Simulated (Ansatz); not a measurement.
Start from `[ZnH][CH2]C1CO1` and change one atom or group to get `[SiH3]SC1CO1`.

Ansatz, PBE0-D4/def2-TZVP geometries, multiplicity 1. Each molecule was computed in one conformer, which needn't be the lowest.

Scalar relativity is left out up to krypton.

```
                               property  `[ZnH][CH2]C1CO1`
     LUMO energy (PBE0/def2-TZVPP) / eV              -0.25
  HOMO energy (ωB97M-V/def2-TZVPP) / eV              -9.46
      HOMO energy (PBE/def2-TZVPP) / eV              -6.12
HOMO–LUMO gap (ωB97M-V/def2-TZVPP) / eV              10.53
    LUMO energy (B3LYP/def2-TZVPP) / eV              -0.52
     HOMO energy (PBE0/def2-TZVPP) / eV              -7.27
```

(1) What does the change do to each property? (Estimate.)

Answers

(1) Ansatz gave: 
```json
{"property": "LUMO energy (PBE0/def2-TZVPP) / eV", "`[SiH3]SC1CO1`": "0.13", "shift": "0.38"}
{"property": "HOMO energy (ωB97M-V/def2-TZVPP) / eV", "`[SiH3]SC1CO1`": "-9.55", "shift": "-0.09"}
{"property": "HOMO energy (PBE/def2-TZVPP) / eV", "`[SiH3]SC1CO1`": "-6.13", "shift": "-0.01"}
{"property": "HOMO–LUMO gap (ωB97M-V/def2-TZVPP) / eV", "`[SiH3]SC1CO1`": "11.43", "shift": "0.90"}
{"property": "LUMO energy (B3LYP/def2-TZVPP) / eV", "`[SiH3]SC1CO1`": "-0.08", "shift": "0.44"}
{"property": "HOMO energy (PBE0/def2-TZVPP) / eV", "`[SiH3]SC1CO1`": "-7.35", "shift": "-0.08"}
```

With PBE0 the HOMO falls by 0.08 eV and the LUMO rises by 0.38 eV, so the gap widens by about 0.46 eV. PBE moves the HOMO by -0.01 eV and ωB97M-V by -0.09 eV.

B3LYP here is the variant with VWN-RPA as its local correlation; programs differ in this.
